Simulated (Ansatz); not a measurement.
Program: Ansatz. Geometries: PBE0-D4/def2-TZVP. ΔE: electronic, gas phase. CCSD(T)/CBS adds triple-zeta CCSD(T) − MP2 to the extrapolated MP2 energy (def2 sets, frozen cores). This one scheme is used for every species. Functionals use def2-TZVPP. B3LYP here is the variant with VWN-RPA as its local correlation; programs differ in this. def2 core potentials past Kr. For Sn outer-core shells are correlated without core-valence functions, which leaves a few kJ/mol of doubt a bond. Each species was taken in one conformer, which may not be the lowest.

Reaction (redistribution): `[OH][Al]([OH])[OH]` + `[F][SnH]([F])[O][SiH3]` → `[OH][Al]([OH])[O][SiH3]` + `[OH][SnH]([F])[F]`

```tsv
level	ΔE (kcal/mol)
PBE0	-2.8
B3LYP	-3.0
HF/def2-TZVPP	-2.7
HF/CBS(def2)	-2.6
```

(1) What does CCSD(T)/CBS give? (An estimate is asked.)

Largest T1 diagnostic among the species: 0.015.

Results:

(1) Ansatz gave: -1.6 kcal/mol. The listed levels differ from it by -1.2, -1.4, -1.1, -1.0 kcal/mol.
